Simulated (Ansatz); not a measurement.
Level of theory: CAM-B3LYP-D3(BJ)/def2-TZVP (Ansatz, a quantum-chemistry and plane-wave program). No frequencies were computed at this level.

Ansatz 0.2 input:
```yaml
crystal:
  periodic: [false, false, false]
  atoms:
    - { symbol: B, position_ang: [1.657889, 0.007217, 0.078546] }
    - { symbol: B, position_ang: [0.193515, -0.000955, -0.036816] }
    - { symbol: N, position_ang: [-1.174781, -0.007258, -0.142044] }
    - { symbol: H, position_ang: [2.812639, 0.018065, 0.171557] }
    - { symbol: H, position_ang: [-1.763593, -0.792576, 0.099339] }
    - { symbol: H, position_ang: [-1.725669, 0.775506, -0.469042] }
basis:
  gaussian: { orbitals: def2-tzvp }
hamiltonian:
  xc: cam_b3lyp
  dispersion: d3bj
relax:
  max_steps: 150
```

Output:

```
Functional definition: CAM-B3LYP
625 factors; their error is unknown
241 factors; integrals over basis functions are off by at most 6.7e-6 eV
mean field evaluation 1: about -2883.7458 eV, gradient 4.7e1 eV
mean field evaluation 2: about -2883.0234 eV, gradient 5.1e1 eV
mean field evaluation 4: about -2888.1468 eV, gradient 1.1e0 eV
mean field evaluation 8: about -2888.1466 eV, gradient 2.9e-1 eV
mean field evaluation 16: about -2888.1467 eV, gradient 9.9e-5 eV
mean field -2888.14671909 eV, -106.1374342704 hartree, gradient 2.0e-5 eV, S^2 0.000000; 2 other end points of the search recorded, 0 dependent functions left out
reference -2888.14682909 eV, -106.1374383130 hartree; 10, 10 occupied and 101, 101 virtual orbitals, 625 factors
relax step   1: F+E_penalty+E_count = -2888.21006385 eV  Δ(F+E_penalty+E_count) = +0.000e0 eV  max|allowed force component| = 1.902e0 eV/Å  Δτ_max = 0.0000 Å  (65 SCF iters, accepted)
these checks for a lower state are left out or cut short: starts, cluster_reference, orbital_swaps, neighbouring_geometries, increment
625 factors; their error is unknown
241 factors; integrals over basis functions are off by at most 7.0e-6 eV
mean field evaluation 32: about -2888.1729 eV, gradient 1.8e-5 eV
mean field -2888.17289830 eV, -106.1383963386 hartree, gradient 1.8e-5 eV, S^2 0.000000; 0 other end points of the search recorded, 0 dependent functions left out
reference -2888.17300830 eV, -106.1384003811 hartree; 10, 10 occupied and 101, 101 virtual orbitals, 625 factors
relax step   2: F+E_penalty+E_count = -2888.23614883 eV  Δ(F+E_penalty+E_count) = -2.608e-2 eV  max|allowed force component| = 4.649e-1 eV/Å  Δτ_max = 0.0182 Å  (48 SCF iters, accepted)
these checks for a lower state are left out or cut short: starts, cluster_reference, orbital_swaps, neighbouring_geometries, increment
625 factors; their error is unknown
241 factors; integrals over basis functions are off by at most 6.4e-6 eV
mean field -2888.10918351 eV, -106.1360548632 hartree, gradient 9.8e-6 eV, S^2 0.000000; 0 other end points of the search recorded, 0 dependent functions left out
reference -2888.10929272 eV, -106.1360588767 hartree; 10, 10 occupied and 101, 101 virtual orbitals, 625 factors
relax step   3: F+E_penalty+E_count = -2888.17235416 eV  Δ(F+E_penalty+E_count) = +6.379e-2 eV  max|allowed force component| = 1.203e0 eV/Å  Δτ_max = 0.1220 Å  (50 SCF iters, rejected (line search))
these checks for a lower state are left out or cut short: starts, cluster_reference, orbital_swaps, neighbouring_geometries, increment
625 factors; their error is unknown
241 factors; integrals over basis functions are off by at most 7.0e-6 eV
mean field -2888.17604825 eV, -106.1385120970 hartree, gradient 1.3e-5 eV, S^2 0.000000; 0 other end points of the search recorded, 0 dependent functions left out
reference -2888.17615825 eV, -106.1385161394 hartree; 10, 10 occupied and 101, 101 virtual orbitals, 625 factors
relax step   4: F+E_penalty+E_count = -2888.23930799 eV  Δ(F+E_penalty+E_count) = -3.159e-3 eV  max|allowed force component| = 6.895e-2 eV/Å  Δτ_max = 0.0112 Å  (50 SCF iters, accepted)
these checks for a lower state are left out or cut short: starts, cluster_reference, orbital_swaps, neighbouring_geometries, increment
625 factors; their error is unknown
241 factors; integrals over basis functions are off by at most 7.0e-6 eV
mean field -2888.17610153 eV, -106.1385140551 hartree, gradient 1.1e-5 eV, S^2 0.000000; 0 other end points of the search recorded, 0 dependent functions left out
reference -2888.17621155 eV, -106.1385180983 hartree; 10, 10 occupied and 101, 101 virtual orbitals, 625 factors
relax step   5: F+E_penalty+E_count = -2888.23935134 eV  Δ(F+E_penalty+E_count) = -4.335e-5 eV  max|allowed force component| = 1.973e-2 eV/Å  Δτ_max = 0.0015 Å  (50 SCF iters, accepted)
these checks for a lower state are left out or cut short: starts, cluster_reference, orbital_swaps, neighbouring_geometries, increment
625 factors; their error is unknown
241 factors; integrals over basis functions are off by at most 7.0e-6 eV
mean field -2888.17610262 eV, -106.1385140951 hartree, gradient 4.8e-5 eV, S^2 0.000000; 0 other end points of the search recorded, 0 dependent functions left out
reference -2888.17621263 eV, -106.1385181381 hartree; 10, 10 occupied and 101, 101 virtual orbitals, 625 factors
relax step   6: F+E_penalty+E_count = -2888.23935574 eV  Δ(F+E_penalty+E_count) = -4.398e-6 eV  max|allowed force component| = 1.589e-3 eV/Å  Δτ_max = 0.0003 Å  (37 SCF iters, accepted)
625 factors; their error is unknown
241 factors; integrals over basis functions are off by at most 7.0e-6 eV
mean field evaluation 64: about -2888.1803 eV, gradient 1.2e-1 eV
mean field -2888.17610262 eV, -106.1385140951 hartree, gradient 4.8e-5 eV, S^2 0.000000; 3 other end points of the search recorded, 0 dependent functions left out
reference -2888.17621263 eV, -106.1385181381 hartree; 10, 10 occupied and 101, 101 virtual orbitals, 625 factors
Total energy: -2888.23946575 eV, -106.1408426474 hartree
Atom 0 at     1.663888     0.008983     0.080019 Å, force     0.001589     0.000216     0.000232 eV/Å
Atom 1 at     0.168348     0.000966    -0.036668 Å, force    -0.000451    -0.000219     0.000008 eV/Å
Atom 2 at    -1.186270    -0.006445    -0.142265 Å, force    -0.000324     0.000109    -0.000117 eV/Å
Atom 3 at     2.831293     0.015428     0.171118 Å, force    -0.001095    -0.000093    -0.000169 eV/Å
Atom 4 at    -1.756693    -0.801770     0.101932 Å, force     0.000174     0.000251    -0.000068 eV/Å
Atom 5 at    -1.720566     0.782837    -0.472596 Å, force     0.000108    -0.000264     0.000114 eV/Å
Dipole moment:    -0.577740    -0.003143    -0.045067 e Å
```

Cost: around 11 core-seconds (rough).
